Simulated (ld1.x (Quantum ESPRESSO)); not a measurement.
## arsenic: excitation energies, all-electron against TM

ld1.x (Quantum ESPRESSO) 7.5 input, shortened:

```
&input
   title='As', zed=33., rel=2, dft='PBE', iswitch=3,
   config='[Ar] 3d10 4s1.75 4p3.25 4f-2', rel_dist='average'
 /
 &inputp
   pseudotype=2, tm=.true., lloc=0,
   nlcc=.false.
 /
4
3P  2  1   6.00   0.00  0.85  0.85  0.0
3D  3  2  10.00   0.00  1.20  1.20  0.0
4F  4  3  -2.00   0.20  1.15  1.15  0.0
3S  1  0   2.00   0.00  0.60  0.60  0.0
 &test
   configts(1)='3s2 3p6 3d10 4s1.75 4p3.25'
 /
```

Open shells are filled in proportion to 2j + 1 (rel_dist='average').

Occupied shells without a wave of their own: 4p, 4s. They enter only through the test configuration that unscreens the potential.

Energies are relative to the spin-unpolarised reference configuration 3s2 3p6 3d10 4s1.75 4p3.25; without spin polarisation the order of configurations can differ from experiment.

Give the all-electron excitation energy and the error of the potential for: 3s2 3p6 3d10 4s2 4p3; 3s2 3p6 3d10 4s2 4p2; 3s2 3p6 3d10 4s2 4p1; 3s2 3p6 3d10 4s1 4p3; 3s2 3p6 3d9 4s2 4p4; 3s2 3p6 3d10 4s2 4p2.5; 3s2 3p6 3d10 4s2 4p3.3.

```
 valence configuration  charge  ΔE all-electron (eV)  error AE − PS (meV)
  3s2 3p6 3d10 4s2 4p3       0                -2.331                  +27
  3s2 3p6 3d10 4s2 4p2      +1                 6.821                  -25
  3s2 3p6 3d10 4s2 4p1      +2                24.743                 -107
  3s2 3p6 3d10 4s1 4p3      +1                16.923                 -144
   3s2 3p6 3d9 4s2 4p4       0                37.757                 +264
3s2 3p6 3d10 4s2 4p2.5    +0.5                 1.226                 +4.7
3s2 3p6 3d10 4s2 4p3.3    -0.3                -3.566                  +37
```

The 4p, 4s levels have no wave, so the channel is fitted at the deeper level alone: the likely source of the large errors.

A Bessel basis up to 400 Ry misses an occupied level by 0.06 Ry, so cutoffs and ghosts were not judged.
